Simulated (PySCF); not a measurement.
# Basis and Hamiltonian dependence of the ionisation energy of Bi(2+)

Bi(2+) [Xe] 4f14 5d10 6s2 6p1 (2P) → Bi(3+) [Xe] 4f14 5d10 6s2 (1S). All values are computed (PySCF 2.14, energy differences of UHF-based or UKS calculations, no spin-orbit coupling). Values in eV.

```json
{"basis": "cc-pVDZ-PP with ECP60MDF", "Hamiltonian": "ECP", "functions": "23", "UHF": "22.991", "r2SCAN": "23.682", "PBE0": "n/a", "MP2 (valence)": "23.111", "CCSD(T) (valence)": "23.170", "CCSD(T) (valence and next inner shell)": "n/a"}
{"basis": "def2-SVP with the def2 core potential (60 electrons)", "Hamiltonian": "ECP", "functions": "26", "UHF": "22.996", "r2SCAN": "n/a", "PBE0": "n/a", "MP2 (valence)": "23.107", "CCSD(T) (valence)": "23.163", "CCSD(T) (valence and next inner shell)": "n/a"}
{"basis": "def2-TZVP with the def2 core potential (60 electrons)", "Hamiltonian": "ECP", "functions": "50", "UHF": "23.039", "r2SCAN": "n/a", "PBE0": "n/a", "MP2 (valence)": "23.231", "CCSD(T) (valence)": "23.295", "CCSD(T) (valence and next inner shell)": "n/a"}
{"basis": "aug-cc-pVTZ-PP with ECP60MDF", "Hamiltonian": "ECP", "functions": "55", "UHF": "23.042", "r2SCAN": "23.727", "PBE0": "23.660", "MP2 (valence)": "23.237", "CCSD(T) (valence)": "23.302", "CCSD(T) (valence and next inner shell)": "n/a"}
{"basis": "def2-TZVPPD with the def2 core potential (60 electrons)", "Hamiltonian": "ECP", "functions": "56", "UHF": "23.041", "r2SCAN": "23.727", "PBE0": "23.663", "MP2 (valence)": "23.233", "CCSD(T) (valence)": "23.297", "CCSD(T) (valence and next inner shell)": "23.444"}
{"basis": "aug-cc-pVTZ-PP with one added diffuse shell each of d, f type with ECP60MDF", "Hamiltonian": "ECP", "functions": "67", "UHF": "23.042", "r2SCAN": "23.727", "PBE0": "23.660", "MP2 (valence)": "23.237", "CCSD(T) (valence)": "23.302", "CCSD(T) (valence and next inner shell)": "n/a"}
{"basis": "Sapporo-DKH3-DZP-2012", "Hamiltonian": "spin-free X2C", "functions": "73", "UHF": "23.058", "r2SCAN": "n/a", "PBE0": "n/a", "MP2 (valence)": "n/a", "CCSD(T) (valence)": "n/a", "CCSD(T) (valence and next inner shell)": "23.332"}
{"basis": "x2c-TZVPPall", "Hamiltonian": "spin-free X2C", "functions": "83", "UHF": "23.094", "r2SCAN": "23.796", "PBE0": "23.737", "MP2 (valence)": "23.278", "CCSD(T) (valence)": "23.339", "CCSD(T) (valence and next inner shell)": "23.493"}
{"basis": "aug-cc-pVTZ-DK3", "Hamiltonian": "spin-free X2C", "functions": "84", "UHF": "23.075", "r2SCAN": "23.747", "PBE0": "23.687", "MP2 (valence)": "23.270", "CCSD(T) (valence)": "23.332", "CCSD(T) (valence and next inner shell)": "n/a"}
{"basis": "def2-QZVPPD with the def2 core potential (60 electrons)", "Hamiltonian": "ECP", "functions": "88", "UHF": "23.054", "r2SCAN": "23.735", "PBE0": "23.666", "MP2 (valence)": "23.281", "CCSD(T) (valence)": "23.340", "CCSD(T) (valence and next inner shell)": "23.574"}
{"basis": "ANO-RCC-VTZP", "Hamiltonian": "spin-free X2C", "functions": "93", "UHF": "23.080", "r2SCAN": "23.760", "PBE0": "23.695", "MP2 (valence)": "23.284", "CCSD(T) (valence)": "23.342", "CCSD(T) (valence and next inner shell)": "23.598"}
{"basis": "aug-cc-pwCVTZ-DK3", "Hamiltonian": "spin-free X2C", "functions": "125", "UHF": "23.088", "r2SCAN": "23.770", "PBE0": "23.704", "MP2 (valence)": "23.298", "CCSD(T) (valence)": "23.361", "CCSD(T) (valence and next inner shell)": "n/a"}
{"basis": "aug-cc-pwCVTZ-DK3 with one added diffuse shell each of s, d, f type", "Hamiltonian": "spin-free X2C", "functions": "138", "UHF": "23.088", "r2SCAN": "n/a", "PBE0": "n/a", "MP2 (valence)": "n/a", "CCSD(T) (valence)": "n/a", "CCSD(T) (valence and next inner shell)": "n/a"}
{"basis": "aug-cc-pV5Z-PP with ECP60MDF", "Hamiltonian": "ECP", "functions": "139", "UHF": "23.057", "r2SCAN": "23.740", "PBE0": "23.668", "MP2 (valence)": "23.296", "CCSD(T) (valence)": "n/a", "CCSD(T) (valence and next inner shell)": "n/a"}
```

Frozen in the all-electron rows: valence and next inner shell: [Kr] 4d10 4f14; valence: [Xe] 4f14 5d10; with a core potential, the same shells as far as they lie outside it.

Between the lowest levels the reference is 25.571 eV (measured; NIST Atomic Spectra Database, ionization energies); it includes spin-orbit coupling, which these numbers lack.
